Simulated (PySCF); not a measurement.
HfO2, SMILES [O]=[Hf]=[O], multiplicity 1. Atoms are numbered in the order given.

```xyz
3

Hf     0.0000     0.0000    -0.1917
O      0.0000    -1.4459     0.8628
O      0.0000     1.4459     0.8628
```
Charge 0, spin multiplicity 1.

Geometry: B3LYP-D3(BJ)/def2-TZVP. The spin state was assumed, not searched. The isomer is the one that the SMILES or the coordinates give; other isomers of the formula were not compared. The def2 effective core potentials stand for the cores of Hf; spin–orbit coupling is left out.

The numbers are results of B3LYP-D3(BJ)/def2-TZVP (PySCF), not measurements.

Frequencies are harmonic and unscaled.

Computed normal modes with their intensities:
| mode | ν (cm⁻¹) | IR (km/mol) | moving atoms (share of kinetic energy) |
|---|---|---|---|
| 1 | 293 | 7.4 | O 92 %, Hf 8 % |
| 2 | 823 | 226.3 | O 90 %, Hf 10 % |
| 3 | 908 | 31.3 | O 93 % |
